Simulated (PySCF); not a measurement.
C6H7BrSi, SMILES [SiH3]c1ccccc1Br (GFN2-xTB optimised geometry):

```
15

Si    -1.392    -2.118    -0.003
C     -0.411    -0.500     0.000
C     -1.034     0.744     0.001
C     -0.309     1.922     0.001
C      1.075     1.881     0.000
C      1.728     0.661     0.000
C      0.977    -0.500     0.000
Br     1.902    -2.172     0.001
H     -1.058    -2.872     1.204
H     -2.807    -1.744    -0.006
H     -1.053    -2.870    -1.211
H     -2.114     0.782     0.001
H     -0.821     2.872     0.001
H      1.650     2.795     0.000
H      2.807     0.611     0.000
```

Level of theory: PySCF with PBE/def2-TZVP.

Task: What are the frontier orbital energies and the dipole moment?

Result: HOMO-2 -7.02 eV, HOMO-1 -6.73 eV, HOMO -6.16 eV, LUMO -1.75 eV, LUMO+1 -1.54 eV; dipole moment 1.75 D.

Meta-Löwdin charges at PBE/def2-TZVP: Si1 0.43, C2 -0.22, C3 -0.10, C4 -0.12, C5 -0.11, C6 -0.13, C7 0.00, Br8 -0.03, H9 -0.07, H10 -0.09, H11 -0.07, H12 0.12, H13 0.13, H14 0.13, H15 0.13.
